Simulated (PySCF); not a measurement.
Which determinant of BeB lies lowest?

Unrestricted PBE0; basis Be STO-3G, B STO-3G; no relativity; PySCF 2.14. Outer shells of the fragments: Be 2s2; B 2s2 2p1.

Followed along the bond (rough minima from three points):

```json
{"2Ms+1": "4", "unpaired": "σ ↑, π ↑↑", "⟨S²⟩ at the start": "3.78", "R at minimum (Å)": "1.63", "Te (eV)": "0.00"}
{"2Ms+1": "4", "unpaired": "σ ↑↑, π ↑", "⟨S²⟩ at the start": "3.75", "R at minimum (Å)": "1.77", "Te (eV)": "0.21"}
{"2Ms+1": "2", "unpaired": "π ↑", "⟨S²⟩ at the start": "1.47", "R at minimum (Å)": "1.82", "Te (eV)": "0.22"}
{"2Ms+1": "2", "unpaired": "σ ↑, π ↑↓", "⟨S²⟩ at the start": "1.78", "R at minimum (Å)": "1.63", "Te (eV)": "0.90"}
{"2Ms+1": "2", "unpaired": "σ ↑", "⟨S²⟩ at the start": "0.75", "R at minimum (Å)": "none in the scan", "Te (eV)": "≤ 0.86"}
```

Solutions found at the starting distance of 1.775 Å, counted from the lowest of them; the search is not exhaustive and high or unbound solutions are not listed, so other states can lie among these:

| 2Ms+1 | unpaired | term | E (eV) | ⟨S²⟩ | ⟨Lz²⟩ | μ (D) |
| --- | --- | --- | --- | --- | --- | --- |
| 4 | σ ↑↑, π ↑ | ⁴Π | 0.00 | 3.75 | 1.00 | 1.39 |
| 4 | σ ↑, π ↑↑ | ⁴Σ⁻ | 0.01 | 3.78 | 0.00 | -0.39 |
| 2 | π ↑ | mixed | 0.02 | 1.47 | 1.00 | 0.75 |
| 2 | σ ↑, π ↑↓ | mixed | 0.92 | 1.78 | 2.00 | -0.37 |
| 2 | σ ↑ | ²Σ⁺ | 1.11 | 0.75 | 0.00 | 0.35 |
| 2 | σ ↓, π ↑↑ | mixed | 1.25 | 1.77 | 0.00 | -0.23 |
| 2 | σ ↑ | mixed | 1.73 | 0.78 | 2.00 | -0.42 |
| 2 | π ↑ | ²Π | 3.48 | 0.85 | 1.00 | -0.77 |

A term symbol is given only where ⟨S²⟩ and ⟨Lz²⟩ are close to those of a pure state; real π, δ and φ orbitals otherwise mix terms. A positive dipole means Be(−)B(+).

**Question.** Compare the gap between the two lowest followed solutions at the starting distance with the gap between their minima.

**Answer.** At PBE0 the second solution (quartet, unpaired electrons σ ↑↑, π ↑) lies -0.01 eV from the first (quartet, unpaired electrons σ ↑, π ↑↑) at 1.775 Å and +0.21 eV at the minima; the two curves relax by different amounts, since their minima lie near 1.77 and 1.63 Å.

STO-3G is very small, so such numbers show the basis as much as the molecule.
